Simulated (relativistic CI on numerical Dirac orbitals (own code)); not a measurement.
Ti¹⁷⁺: sensitivity of the levels to the model

Base calculation: Dirac-Coulomb-Breit CI, orbitals from a KLI potential per configuration, a model potential for QED, unscaled Slater integrals.

Configuration list (outside the closed core 1s2): 2s2 2p, 2s 2p2, 2p3, 2p2 3s, 2p2 3p, 2p2 3d, 2s2 3s, 2s2 3p, 2s2 3d, 2s 2p 3s, 2s 2p 3p, 2s 2p 3d, 2s2 4s, 2s2 4p, 2s2 4d, 2s2 4f. Levels of other configurations are missing.

Variants: (1) P86 correlation estimate; (2) Breit term removed; (3) only the first 3 configurations. Shifts of the energy above 2s2 2p 2P°_1/2, in cm⁻¹, for the lowest level and the first level of each name with at least 55 % of one term (blank where a level changes its place among those of its configuration and J or its character, or is not in the variant):

```csv
Level,Base,Δ(1),Δ(2),Δ(3)
2s2 2p 2P°_1/2,0,0,0,0
2s2 2p 2P°_3/2,56090,+13,+2264,+49
2s 2p2 4P_1/2,305878,+2936,-1203,-2265
2s 2p2 4P_3/2,329171,+2936,-179,-2260
2s 2p2 4P_5/2,356628,+2936,+2319,-2189
2s 2p2 2D_3/2,560481,+2939,+846,+1371
2s 2p2 2D_5/2,566071,+2939,+1741,+1256
2s 2p2 2S_1/2,681645,+2939,-1556,+488
2s 2p2 2P_1/2,742050,+2941,+542,+1581
2s 2p2 2P_3/2,756669,+2944,+1808,+3855
2p3 4S°_3/2,962843,+4918,-236,-2677
2p3 2D°_3/2,1087426,+4913,-1179,+1181
2p3 2D°_5/2,1097339,+4926,+1394,+1249
2p3 2P°_1/2,1220802,+4798,-984,+439
```

At this charge energies of transitions that change n are usually good to better than 1 %, and those within a shell (Δn = 0) to a few per cent.

Ionisation energy from the two ground configurations alone: base 1221.73 eV; P86 correlation estimate 1222.8 eV; Breit term removed 1222.32 eV. The NIST ASD value (semi-empirical) is 1220.3 eV.

LS names give the leading component of a level, which can be under half, so a name can repeat, a term be missing and a line seem to break the LS rules.
